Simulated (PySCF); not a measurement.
## Dipole response of In (indium, neutral)

[Kr] 4d10 5s2 5p1, 2P determinant. Computed with PySCF 2.14 in aug-cc-pwCVTZ-DK3 with one added diffuse shell each of s, p, d, f type (11s10p8d5f1g, 125 functions), with the spin-free X2C one-electron Hamiltonian (Gaussian nucleus). Coupled (time-dependent) response in atomic units; α is the mean over directions.

```tsv
method	mean α (bohr³)	α xx, yy, zz	C₆ (like pair)	S(−4)
r2SCANh	72.80	56.83, 104.8, 56.83	788.9	2936
M06	80.10	59.49, 121.3, 59.49	754.6	6462
```

S(−4) is the Cauchy moment in α(ω) = α(0) + S(−4) ω² + …

Reference α: 65 ± 4 bohr³ (recommended; Schwerdtfeger and Nagle, table of static dipole polarizabilities (2023 update)). Published C₆: 779.0 (Chu and Dalgarno (2004); Tang, Norbeck and Certain (1976)).

Spin-orbit coupling is absent.

α(iu) at r2SCANh:

```csv
u (hartree),α(iu) (bohr³)
0,72.80
0.0500,66.45
0.100,54.27
0.200,34.70
0.300,23.45
0.500,12.94
0.750,7.831
1.00,5.495
1.50,3.342
2.00,2.325
3.00,1.344
5.00,0.6187
```

A single London oscillator, α(iu) = α/(1 + u²/ω²), gives C₆ = (3/4) ω α². Matching the computed C₆ needs ω = 4 × 788.9 / (3 × 72.80²) = 0.198 hartree.

The components differ because the open shell of this determinant is not spherical; for a pure term their mean is the scalar polarisability.
